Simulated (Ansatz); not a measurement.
The cluster AlCu₆⁻, relaxed as a singlet with RKS PBE-D4/def2-SVPD in Ansatz, starting from the GFN1-xTB geometry. Force threshold 0.02 eV/Å.

The restricted singlet is unstable towards broken spin symmetry in Hartree–Fock (as tested in another run); at PBE-D4/def2-SVPD this wasn't settled. Another isomer (singlet) lies 0.31 eV lower at PBE0-D4/def2-TZVPD; other spin states weren't run for this one.

Start:

Cartesian coordinates in Å:
```
Cu -0.882 -1.322 -1.427
Cu -1.759 -0.953 0.787
Cu 0.591 -1.635 0.526
Cu 0.956 0.222 -1.009
Cu 0.043 0.612 1.301
Cu -1.338 0.981 -0.675
Al 2.389 2.095 0.498
```

(1) Estimate the energy that the relaxation releases and the steps that it takes.

(2) Does the start keep its bonding and symmetry?

(3) Predict the relaxed structure.

Answers

(1) 15.6 kcal/mol, in 10 steps; 77 s on 4 threads of Intel Xeon Platinum 8259CL on a shared host. No frequencies were taken in this run, so the end may be a saddle point.

(2) Bonds formed: Cu6–Al7 (atoms count from 1).

(3) 
| atom | x (Å) | y (Å) | z (Å) |
| --- | --- | --- | --- |
| Cu1 | -0.8489 | -1.0987 | -1.4426 |
| Cu2 | -1.6949 | -0.7201 | 0.7870 |
| Cu3 | 0.3806 | -1.9102 | 0.4677 |
| Cu4 | 1.2556 | -0.0491 | -0.8283 |
| Cu5 | 0.4064 | 0.3297 | 1.4107 |
| Cu6 | -0.8302 | 1.1440 | -0.5092 |
| Al7 | 1.3313 | 2.3045 | 0.1148 |
Bond lengths (bridged metal pairs left out): 12 × Cu–Cu 2.41 to 2.43 Å; 3 × Al–Cu 2.53 to 2.54 Å.
